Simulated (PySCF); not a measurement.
Values are calculated unless marked as measured or tabulated.
**B3H2O5**

The system: B3H2O5, a small molecule (built as: end group OO); neutral, doublet. The structure, one conformer, was relaxed in the gas phase by PBE0-D3(BJ)/def2-SVP. No frequency run checks that it is a minimum.

SMILES: [O]OB1OBOBO1

```tsv
atom	x (Å)	y (Å)	z (Å)
O1	-0.341	-1.164	0.335
B2	1.022	-1.093	0.386
O3	1.653	0.081	0.055
B4	0.937	1.189	-0.327
O5	-0.427	1.126	-0.379
B6	-1.064	-0.052	-0.048
O7	-2.395	-0.318	-0.736
O8	-2.462	0.074	0.529
H9	1.664	-2.052	0.720
H10	1.506	2.208	-0.612
```

EPR values by unrestricted B3LYP, IGLO-III on B O, pcH-1 on H.

(1) Predict g and the largest hyperfine couplings. Where does the spin sit?

(2) How do the isotropic couplings move with BHandHLYP?

Answers

(1) g = 2.0021, 2.0089, 2.0207. The spin sits on O7 (51 %, bonded to 1 B + 1 O), O8 (51 %, bonded to 1 B + 1 O) by Mulliken populations.
```
atom  isotope  isotropic (MHz)  dipolar, principal values (MHz)
  O7      17O            -41.4               -180.3, 87.6, 92.7
  O8      17O            -41.3               -179.4, 87.2, 92.2
  B6      11B            -11.4                  -3.8, -3.7, 7.5
  O1      17O              5.5                   -1.2, 0.1, 1.2
  O5      17O              5.5                   -1.2, 0.1, 1.2
  B2      11B             -0.9                  -0.6, -0.2, 0.8
```

(2) O7 -41.4 to -70.2 MHz, O8 -41.3 to -69.9 MHz, B6 -11.4 to -13.0 MHz, O1 5.5 to 8.2 MHz.

The 2 runs behind this took 2.3 min in all, one thread each of Arm Neoverse V2 on a shared host, launched as `OMP_NUM_THREADS=1 python cluster_run.py task.json out`.
